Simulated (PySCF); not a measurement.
## Where the electron goes

C₂H₄ClFGaN.
Structure used (PBE0-D3(BJ)/def2-SVP), in Å, numbered top down from 1:
```
atom  x, y, z in Å
C1    -2.2340   -0.1299    0.1329
C2    -0.7912   -0.0749    0.1869
N3     0.3577   -0.0165    0.2177
Ga4    2.4501    0.0432   -0.0568
F5     2.4591   -1.1640   -1.3457
Cl6    2.5495    2.0711   -0.8286
H7    -2.6590    0.3608    1.0199
H8    -2.5843    0.3882   -0.7714
H9    -2.5648   -1.1777    0.1016
H10    3.0669   -0.3207    1.3223
```

The calculation used TDDFT PBE0/def2-SVPD, vertical, gas phase, core orbitals frozen in the response (PySCF 2.14.0, density-fitted response routines). The geometry optimisation had not met its thresholds, so the values belong to a structure short of the stationary point. Relativistic effects, spin–orbit coupling among them, are left out although an element past zinc is present.

Kohn–Sham orbitals with the atoms that hold most of them (Löwdin shares over 4%, at most four atoms; ? is withheld):

```json
{"orbital": "HOMO-3", "ε (eV)": "-9.91", "atoms": "F5 71%, Cl6 13%, Ga4 8%"}
{"orbital": "HOMO-2", "ε (eV)": "-8.86", "atoms": "Cl6 39%, F5 20%, Ga4 20%, H10 19%"}
{"orbital": "HOMO-1", "ε (eV)": "-8.37", "atoms": "?"}
{"orbital": "HOMO", "ε (eV)": "-8.17", "atoms": "Cl6 76%, Ga4 12%, H10 8%"}
{"orbital": "LUMO", "ε (eV)": "-1.12", "atoms": "N3 36%, C2 34%, C1 12%, H7 6%"}
{"orbital": "LUMO+1", "ε (eV)": "-1.09", "atoms": "N3 36%, C2 34%, C1 13%, H9 6%"}
{"orbital": "LUMO+2", "ε (eV)": "-0.40", "atoms": "C1 35%, C2 22%, H7 11%, H9 10%"}
```

(1) Give the leading atoms of the HOMO-1.

(2) How does S1 compare with the orbital gap of 7.05 eV?

## Answers

(1) Cl6 (bonded to Ga) 90%; Ga4 (bonded to Cl, F, N and H) 6%.

(2) S1 is at 6.07 eV (f = 0.0016), 0.98 eV below the gap, made of HOMO→LUMO (55%), HOMO→LUMO+1 (43%). 

Next come S2 at 6.10 eV (f 0.0017), HOMO→LUMO+1 (56%), HOMO→LUMO (43%); S3 at 6.26 eV (f 0.0043), HOMO-1→LUMO (82%), HOMO-1→LUMO+1 (16%); S4 at 6.31 eV (f 0.018), HOMO-1→LUMO+1 (81%), HOMO-1→LUMO (16%); S5 at 6.70 eV (f 0.0023), HOMO-2→LUMO (82%), HOMO-2→LUMO+1 (16%).

Löwdin shares depend on the basis, the more so with diffuse functions.
